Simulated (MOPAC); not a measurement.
MOPAC input (PM7):

```
PM7 1SCF GEO-OK AUX(PRECISION=9) THREADS=1
H4B2O

O     0.00000000 1    0.00000000 1    0.00000000 1
B    -1.16475700 1   -0.65077100 1    0.00373200 1
H    -1.67657700 1   -0.90969200 1   -1.04264600 1
H    -1.64842900 1   -0.94805100 1    1.05330000 1
B     1.16475700 1    0.65077100 1   -0.00373200 1
H     1.15140700 1    1.84376900 1    0.01828100 1
H     2.17359800 1    0.01397300 1   -0.02893500 1
```

Output:

```
 *******************************************************************************
 **                                                                           **
 **                              MOPAC v23.2.5                                **
 **                                                                           **
 *******************************************************************************
 ** MOPAC's Digital Object Identifier: https://doi.org/10.5281/zenodo.6511958 **
 **                                                                           **
 ** Please cite the open-source release paper for use of this MOPAC version:  **
 ** J. E. Moussa and J. J. P. Stewart (2026)                                  **
 ** MOPAC: An open-source semiempirical molecular orbital program             **
 ** J. Open Source Softw., 11(119), 8025, https://doi.org/10.21105/joss.08025 **
 *******************************************************************************

                              PM7 CALCULATION RESULTS

 *******************************************************************************
 *  PM7        - The PM7 Hamiltonian to be used
 *  GEO-OK     - OVERRIDE INTERATOMIC DISTANCE AND OTHER SAFETY CHECKS
 *  1SCF       - DO 1 SCF AND THEN STOP
 *  AUX        - OUTPUT AUXILIARY INFORMATION
 *******************************************************************************
PM7 1SCF GEO-OK AUX(PRECISION=9) THREADS=1
 H4B2O

   ATOM   CHEMICAL          X               Y               Z
  NUMBER   SYMBOL      (ANGSTROMS)     (ANGSTROMS)     (ANGSTROMS)

     1       O          0.00000000  *   0.00000000  *   0.00000000  *
     2       B         -1.16475700  *  -0.65077100  *   0.00373200  *
     3       H         -1.67657700  *  -0.90969200  *  -1.04264600  *
     4       H         -1.64842900  *  -0.94805100  *   1.05330000  *
     5       B          1.16475700  *   0.65077100  *  -0.00373200  *
     6       H          1.15140700  *   1.84376900  *   0.01828100  *
     7       H          2.17359800  *   0.01397300  *  -0.02893500  *

          CARTESIAN COORDINATES

    NO.       ATOM           X           Y           Z

     1         O          0.0000      0.0000      0.0000
     2         B         -1.1648     -0.6508      0.0037
     3         H         -1.6766     -0.9097     -1.0426
     4         H         -1.6484     -0.9481      1.0533
     5         B          1.1648      0.6508     -0.0037
     6         H          1.1514      1.8438      0.0183
     7         H          2.1736      0.0140     -0.0289

 General Reference for PM7:
 "Optimization of Parameters for Semiempirical Methods VI: More Modifications to the
 NDDO Approximations and Re-optimization of Parameters", J. J. P. Stewart, J. Mol. Mod., 1:32, 19 (2013)
 https://link.springer.com/article/10.1007/s00894-012-1667-x

           Empirical Formula: H4 O B2  =     7 atoms

      MOLECULAR POINT GROUP   :   D2d

      RHF CALCULATION, NO. OF DOUBLY OCCUPIED LEVELS = 8

 -------------------------------------------------------------------------------
 PM7 1SCF GEO-OK AUX(PRECISION=9) THREADS=1
 H4B2O

     1SCF WAS SPECIFIED, SO BFGS WAS NOT USED
     SCF FIELD WAS ACHIEVED

                              PM7 CALCULATION
                                                       MOPAC v23.2.5 Linux

          FINAL HEAT OF FORMATION =        -74.97245 KCAL/MOL =    -313.68472 KJ/MOL

          COSMO AREA              =         90.87 SQUARE ANGSTROMS
          COSMO VOLUME            =         71.36 CUBIC ANGSTROMS

          IONIZATION POTENTIAL    =         10.705654 EV
          HOMO LUMO ENERGIES (EV) =        -10.706  0.109
          NO. OF FILLED LEVELS    =          8
          MOLECULAR WEIGHT        =         41.6510         POINT GROUP:  D2d

          MOLECULAR DIMENSIONS (Angstroms)

            Atom       Atom       Distance
            H     7    H     3     4.08713
            H     6    H     4     2.76298
            H     3    H     4     1.48244

          SCF CALCULATIONS        =          1

   ATOM   CHEMICAL          X               Y               Z
  NUMBER   SYMBOL      (ANGSTROMS)     (ANGSTROMS)     (ANGSTROMS)

     1       O          0.00000000  *   0.00000000  *   0.00000000  *
     2       B         -1.16475700  *  -0.65077100  *   0.00373200  *
     3       H         -1.67657700  *  -0.90969200  *  -1.04264600  *
     4       H         -1.64842900  *  -0.94805100  *   1.05330000  *
     5       B          1.16475700  *   0.65077100  *  -0.00373200  *
     6       H          1.15140700  *   1.84376900  *   0.01828100  *
     7       H          2.17359800  *   0.01397300  *  -0.02893500  *

                             CARTESIAN COORDINATES

   1    O        0.000000000     0.000000000     0.000000000
   2    B       -1.164757000    -0.650771000     0.003732000
   3    H       -1.676577000    -0.909692000    -1.042646000
   4    H       -1.648429000    -0.948051000     1.053300000
   5    B        1.164757000     0.650771000    -0.003732000
   6    H        1.151407000     1.843769000     0.018281000
   7    H        2.173598000     0.013973000    -0.028935000

           Empirical Formula: H4 O B2  =     7 atoms

      MOLECULAR POINT GROUP   :   D2d

                  EIGENVALUES
 -29.28822 -19.48066 -15.13944 -15.13944 -14.54231 -13.57833 -10.70566 -10.70565
   0.10939   0.10939   2.46142   4.12263   4.22084   4.22084   5.77033   6.70912

              NET ATOMIC CHARGES AND DIPOLE CONTRIBUTIONS

  ATOM NO.   TYPE          CHARGE      No. of ELECS.   s-Pop       p-Pop
    1          O          -0.531212        6.5312     1.61575     4.91547
    2          B           0.192527        2.8075     0.80182     2.00566
    3          H           0.036540        0.9635     0.96346
    4          H           0.036540        0.9635     0.96346
    5          B           0.192527        2.8075     0.80182     2.00566
    6          H           0.036539        0.9635     0.96346
    7          H           0.036539        0.9635     0.96346
 DIPOLE           X         Y         Z       TOTAL
 POINT-CHG.     0.000     0.000     0.000     0.000
 HYBRID        -0.000     0.000     0.000     0.000
 SUM           -0.000     0.000     0.000     0.000

          ATOMIC ORBITAL ELECTRON POPULATIONS

     Atom    s        px        py        pz
    1  O   1.61575   1.47807   1.67419   1.76320
    2  B   0.80182   0.55517   0.33182   1.11867
    3  H   0.96346
    4  H   0.96346
    5  B   0.80182   0.76636   1.00875   0.23054
    6  H   0.96346
    7  H   0.96346

 **********************
 *                    *
 * JOB ENDED NORMALLY *
 *                    *
 **********************

 == MOPAC DONE ==
```

The geometry given is a B3LYP-D3(BJ)/def2-TZVP minimum.
